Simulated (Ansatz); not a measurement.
A nudged elastic band was laid between two geometries of a periodic cell of 17 atoms, Li16C (host Li, host structure bcc, interstitial C).

Method: Ansatz, DFT LDA, scalar-relativistic, plane waves, PAW. Settings: cutoff 420 eV, k mesh 4x4x4, gaussian smearing 0.1 eV, no spin polarisation.

```yaml
movable_images: 5
climbing_image: yes
spring: 2.0 eV/Å²
optimiser: fire
start_path: straight line
force_threshold: 0.03 eV/Å
iteration_limit: 30
end_points: relaxed
```

First end point:

```xyz
17
Lattice="6.9800 0.0000 0.0000 0.0000 6.9800 0.0000 0.0000 0.0000 6.9800" Properties=species:S:1:pos:R:3
Li -0.727 0.426 0.004
Li 3.737 -0.193 0.004
Li -0.727 3.065 0.004
Li 0.288 0.263 3.494
Li 2.471 1.745 1.323
Li 3.737 3.684 0.004
Li 3.323 -0.216 3.493
Li 4.987 1.745 1.946
Li 0.288 3.228 3.494
Li 1.454 5.235 1.486
Li 2.471 1.745 5.665
Li 3.323 3.707 3.494
Li 5.399 5.235 1.965
Li 4.985 1.745 5.049
Li 1.454 5.235 5.501
Li 5.400 5.235 5.022
C 4.363 1.746 0.007
```

Last end point:

```xyz
17
Lattice="6.9800 0.0000 0.0000 0.0000 6.9800 0.0000 0.0000 0.0000 6.9800" Properties=species:S:1:pos:R:3
Li -0.426 0.716 0.003
Li 3.916 0.716 0.003
Li 0.187 3.245 0.002
Li -0.258 -0.278 3.492
Li 1.745 1.586 1.954
Li 3.303 3.245 0.002
Li 3.747 -0.278 3.492
Li 5.235 1.990 1.935
Li 0.207 3.650 3.492
Li 1.745 5.513 1.489
Li 1.745 1.586 5.030
Li 3.282 3.650 3.492
Li 5.235 4.519 1.321
Li 5.235 1.990 5.050
Li 1.745 5.513 5.496
Li 5.235 4.519 5.663
C 5.235 2.616 0.003
```

Problem. Which bonds break or form, and what moves?

Solution. Contacts lost: Li5–Li8, Li5–C17, Li11–Li14, Li11–C17. Contacts made: Li8–Li13, Li13–C17, Li14–Li16, Li16–C17. The atom that moves furthest is C17, by 1.23 Å.

Problem. Give the energies along the band, and the barrier.

Solution. It converged. The highest image is number 3 of 0 to 6, 0.209 eV above the ends, which have the same energy within 2 meV. By the program's own check the climbing image is a first-order saddle point (lowest curvatures found: -0.26 and 0.05 eV/Å²). Limits of this set-up: coarse k mesh.

```
image  path coordinate (Å)  energy (eV)  Li5–Li8 (Å)  Li5–C17 (Å)  Li11–Li14 (Å)
    0                 0.00        0.000         2.59         2.30           2.59
    1                 0.52        0.079         2.71         2.61           2.71
    2                 1.04        0.178         2.88         3.02           2.88
    3                 1.57        0.209         3.05         3.38           3.05
    4                 2.09        0.180         3.18         3.64           3.18
    5                 2.61        0.084         3.30         3.85           3.30
    6                 3.12        0.000         3.51         4.13           3.51
```

Problem. What is the geometry of the highest image?

Solution. 
```xyz
17
Lattice="6.9800 0.0000 0.0000 0.0000 6.9800 0.0000 0.0000 0.0000 6.9800" Properties=species:S:1:pos:R:3
Li -0.513 0.511 0.004
Li 3.857 0.287 0.004
Li -0.291 3.123 0.003
Li 0.003 0.000 3.493
Li 2.046 1.696 1.677
Li 3.557 3.425 0.003
Li 3.541 -0.250 3.493
Li 5.071 1.907 1.975
Li 0.251 3.436 3.493
Li 1.617 5.362 1.460
Li 2.045 1.696 5.309
Li 3.263 3.717 3.493
Li 5.285 4.936 1.680
Li 5.071 1.907 5.013
Li 1.617 5.362 5.526
Li 5.286 4.937 5.306
C 4.963 2.014 0.004
```

The run took 39 min on 2 threads of Arm Neoverse V2, with other jobs on the host, peak memory 2.2 GiB.
